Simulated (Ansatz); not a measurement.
Compare A (`B[SiH](B)[SiH2]C`) with its isomer B (`B[SiH2]B(C)[SiH3]`).

Program: Ansatz. Geometries: PBE0-D4/def2-TZVP. ΔE: electronic, gas phase. CCSD(T)/CBS is the MP2 limit (def2-TZVPP, def2-QZVPP) plus CCSD(T) − MP2 in def2-TZVPP, frozen cores. Functionals use def2-TZVPP. B3LYP here is the variant with VWN-RPA as its local correlation; programs differ in this. One conformer a species, not always the lowest.

Task: Which isomer does CCSD(T)/CBS put lower? Give the gap. (An estimate is asked.)

Result: Ansatz gave: A, by 4.6 kcal/mol.

Task: Give E(B) − E(A) in kcal/mol with HF/def2-TZVPP, CCSD(T)/def2-TZVPP, B3LYP, B3LYP-D4, PBE-D4, ωB97M-V, PBE0-D4. (Estimate.)

Result: Ansatz gave: HF/def2-TZVPP 2.5, CCSD(T)/def2-TZVPP 4.3, B3LYP 3.5, B3LYP-D4 4.0, PBE-D4 4.5, ωB97M-V 4.3, PBE0-D4 4.7. None reverses the order clearly.

Largest T1 diagnostic: 0.015.

In def2-TZVPP, CCSD(T) changes the Hartree–Fock value by +1.9 kcal/mol (the triples alone add +0.5 kcal/mol) and MP2 by +3.0 kcal/mol.
